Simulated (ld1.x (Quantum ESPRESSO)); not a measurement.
**lead, TM semilocal: configuration errors across variants**

* Element: Pb
* Generator: ld1.x (Quantum ESPRESSO) 7.5
* Type: norm-conserving Troullier–Martins (semilocal form)
* Functional: PBE
* Relativity: non-relativistic
* Frozen core: [Xe] 4f14
* Valence charge: 14
* Reference configuration: 5d10 6s2 6p2
* Partial waves: 6p (bound): rc 2.85 bohr; 5d (bound): rc 1.25 bohr; 6s (bound): rc 2.35 bohr
* Local potential: the s channel
* Core correction: a·sin(br)/r model core inside 0.65 bohr

All-electron excitation energies from the reference (eV): (1) 5d10 6s2 6p1 6.713; (2) 5d10 6s2 6p0 20.108; (3) 5d10 6s1 6p0 48.567; (4) 5d10 6s0 6p0 86.311; (5) 5d9 6s2 6p3 22.628; (6) 5d10 6s2 6p1.5 2.577; (7) 5d9 6s2 6p2 30.575.

A semilocal file is local in each channel, so a ghost entry of none says nothing of the separable form that plane-wave codes build from it.

Errors AE − PS in meV (a dash: test not solved or not reliable):

| change | (1) | (2) | (3) | (4) | (5) | (6) | (7) | bound ghosts |
| --- | --- | --- | --- | --- | --- | --- | --- | --- |
| base | +0.5 | -2.7 | -14 | -57 | -171 | +0.1 | -122 | none |
| all radii but the core radius scaled by about 0.74 (s 1.74, p 2.12, d 0.94 bohr) | +1.4 | +2.7 | +12 | -37 | -45 | +0.3 | +28 | none |
| all radii but the core radius scaled by about 0.85 (s 2.00, p 2.42, d 1.06 bohr) | +0.4 | -1.6 | -8.5 | -49 | -170 | +0.1 | -117 | none |
| all radii but the core radius scaled by about 1.09 (s 2.58, p 3.12, d 1.36 bohr) | +0.8 | -5.1 | -24 | -93 | -130 | +0.2 | -79 | none |
| all radii but the core radius scaled by about 1.20 (s 2.82, p 3.42, d 1.50 bohr) | +1.4 | -6.5 | -38 | -173 | -75 | +0.4 | -12 | none |
| all radii but the core radius scaled by about 1.28 (s 3.00, p 3.64, d 1.60 bohr) | +1.7 | -13 | -64 | -267 | -26 | +0.6 | +46 | none |
| all radii but the core radius scaled by about 1.40 (s 3.28, p 3.98, d 1.74 bohr) | +2.7 | -17 | -108 | -492 | +58 | +1.0 | +155 | none |

Question: Give the same row for: all radii but the core radius scaled by about 0.93 (s 2.20, p 2.66, d 1.16 bohr).

Answer: +0.3, -2.1, -11, -50, -181, +0.1, -132; bound ghosts: none.
